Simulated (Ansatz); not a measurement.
Consider the substitution at a C–O bond: `CC(O)[SiH3]` + H₂Te → `CC([SiH3])[TeH]` + H₂O.

Gas-phase electronic energies from Ansatz, PBE0-D4/def2-TZVP geometries. CBS: MP2 limit from def2 TZ/QZ plus the TZ coupled-cluster correction, frozen cores. This one scheme is used for every species. DFT in def2-TZVPP. Elements past krypton have def2 core potentials. For Te outer-core shells are correlated without core-valence functions, which leaves a few kJ/mol of doubt a bond. Each species was taken in one conformer, which may not be the lowest.

| level | ΔE (kJ/mol) |
| --- | --- |
| PBE | -53.6 |
| PBE0 | -54.9 |
| HF/def2-TZVPP | -37.7 |
| CCSD/CBS(def2) | -71.5 |

Q: What does CCSD(T)/CBS give? (Best estimate.)

A: The calculation gave: -76.3 kJ/mol. The listed levels differ from it by 22.7, 21.4, 38.6, 4.8 kJ/mol.

Largest T1 diagnostic among the species: 0.011.

In def2-TZVPP, CCSD(T) changes the Hartree–Fock value by −28.3 kJ/mol (the triples alone add −4.8 kJ/mol) and MP2 by −44.8 kJ/mol. The D4 term adds −12.8 kJ/mol with B3LYP and −6.8 kJ/mol with PBE0; it sums over pairs of atoms, weighted by their polarisabilities, and B3LYP, whose exchange is more repulsive, gets the larger term.

B3LYP here is the variant with VWN-RPA as its local correlation; programs differ in this.
